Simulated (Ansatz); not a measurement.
CuI, singlet, at a GFN2-xTB geometry (such geometries of metal compounds can be far from the true shape) (core potentials on I); Ansatz (a quantum-chemistry and plane-wave program) with CASSCF(4,5)/def2-SVP.

The Ansatz input:
Ansatz 0.2 input:
```yaml
crystal:
  periodic: [false, false, false]
  atoms:
    - {symbol: Cu, position_ang: [-0.00000000, -0.00000000, -1.55408005]}
    - {symbol: I, position_ang: [0.00000000, 0.00000000, 0.85034569]}
basis:
  gaussian:
    orbitals: def2-SVP
hamiltonian:
  xc: hf
magnetization: {spin_polarized: false}
correlation: {active_space: {window: {electrons: 4, orbitals: 5}}}
```

It wrote (shortened):

```
Functional definition: HF
682 factors; integrals over basis functions are off by at most 5.9e-4 eV
mean field evaluation 1: about -52662.0102 eV, gradient 4.6e1 eV
mean field evaluation 2: about -52662.1014 eV, gradient 4.6e1 eV
mean field evaluation 4: about -52665.3146 eV, gradient 2.1e0 eV
mean field evaluation 8: about -52665.3823 eV, gradient 2.3e-1 eV
mean field -52665.38309537 eV, -1935.4171308761 hartree, gradient 2.0e-6 eV, S^2 0.000000; 0 other end points of the search recorded, 0 dependent functions left out
reference -52665.38309537 eV, -1935.4171308761 hartree; 27, 27 occupied and 30, 30 virtual orbitals, 682 factors
state -52666.40331585 eV, -1935.4546232871 hartree
Total energy: -52666.40331585 eV, -1935.4546232871 hartree
```
